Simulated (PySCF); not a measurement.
## Working out the excitation energy of N²⁺

N²⁺ [He] 2s2 2p1 (2P) → N²⁺ [He] 2s1 2p2 (4P). All numbers are calculated (PySCF 2.14, the non-relativistic Hamiltonian (point nucleus), in def2-TZVPPD (6s3p3d1f, 37 functions)). Frozen: 1s2. Energies in hartree (1 hartree = 27.21139 eV):

```csv
part,N²⁺ (lower),N²⁺ (upper)
UHF,-52.818581,-52.629608
CCSD correlation,-0.082410,-0.015017
(T),-0.001021,-0.000030
```

Problem. What does Hartree-Fock give?

Solution. (-52.629608) − (-52.818581) = 0.188973 hartree = 5.142 eV.

Problem. What do CCSD and CCSD(T) give?

Solution. The CCSD correlation energies differ by 0.067393 hartree = 1.834 eV and the triples by 0.000991 hartree = 0.027 eV, so CCSD gives 6.976 eV and CCSD(T) 7.003 eV.
